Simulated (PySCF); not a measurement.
1,1-difluorobut-1-ene (C₄H₆F₂), SMILES CCC=C(F)F.

The structure is a stationary point at PBE0-D3(BJ)/def2-SVP. The values are those of a single conformer.

All values below come from SMD-B3LYP/def2-SVP in PySCF.

Solvation free energies are E(SMD) − E(gas) at the gas-phase geometry, for 1 M in both phases. In vacuum the dipole moment is 1.37 D.

Computed solvation free energies in water, ethanol, 2-propanol:
```json
[
 {"solvent": "water", "ΔG(solv) (kcal/mol)": "2.5", "its non-electrostatic (CDS) part": "4.3", "dipole (D)": "1.75"},
 {"solvent": "ethanol", "ΔG(solv) (kcal/mol)": "-1.4", "its non-electrostatic (CDS) part": "0.3", "dipole (D)": "1.73"},
 {"solvent": "2-propanol", "ΔG(solv) (kcal/mol)": "-1.5", "its non-electrostatic (CDS) part": "0.2", "dipole (D)": "1.72"}
]
```
